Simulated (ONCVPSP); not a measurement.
vanadium, ONCV: configuration errors across variants

ONCVPSP 4.0.1 input, shortened (lines: element, Z, core and valence counts, functional; n l f; lmax; l rc ep ncon nbas qcut; lloc lpopt rc5 dvloc0; l nproj debl; icmod fcfact rcfact), PBEsol, scalar-relativistic:

```
  V 23.00    3    4  -116133      upf
    1    0    2.00
    2    0    2.00
    2    1    6.00
    3    0    2.00
    3    1    6.00
    3    2    3.00
    4    0    2.00
    2
    0    1.55    0.00    4    7    9.20
    1    1.50    0.00    5    8    9.80
    2    1.30    0.00    3    7   11.50
    4    3    0.90   -1.00
    0    2    0.40
    1    2    0.80
    2    2    3.60
    1    0.25    0.00
```

In the p channel the program set the typed energies aside and used -1.615, 0.250 Ha.

All-electron excitation energies from the reference (eV): (1) 3s2 3p6 3d3 4s1 7.750; (2) 3s2 3p6 3d3 4s0 21.954; (3) 3s2 3p6 3d2 4s0 50.804; (4) 3s2 3p6 3d3 4s1.5 3.100.

3 further variants failed, have other tests or another functional or relativity, and are left out.

Errors AE − PS in meV (a dash: test not solved or not reliable):

| change | (1) | (2) | (3) | (4) | bound ghosts | GHOST(+) flags above zero |
| --- | --- | --- | --- | --- | --- | --- |
| base | -0.4 | -0.7 | +6.3 | -0.2 | none | none |
| local potential polynomial inside 0.90 bohr (lpopt 3, dvloc0 8.5 Ha) | -0.4 | -0.7 | +6.2 | -0.2 | none | none |
| d: qcut 14.8 | -0.4 | -0.6 | +2.3 | -0.2 | none | none |
| local potential polynomial inside 1.20 bohr (lpopt 3, dvloc0 0 Ha) | -0.4 | -0.7 | +6.2 | -0.2 | none | none |
| d: nproj 1 | -0.4 | -0.7 | +2.1 | -0.2 | none | none |
| s: rc 1.22 | -0.3 | -0.1 | +8.4 | -0.2 | none | s |
| core correction polynomial model core, fcfact 0.38 | -0.4 | -0.7 | +6.3 | -0.2 | none | none |

Problem. Give the same row for: s: qcut 12.9; p: qcut 13.7; d: qcut 16.1.

Solution. -0.4, -0.5, +1.7, -0.2; bound ghosts: none; GHOST(+) flags above zero: none.
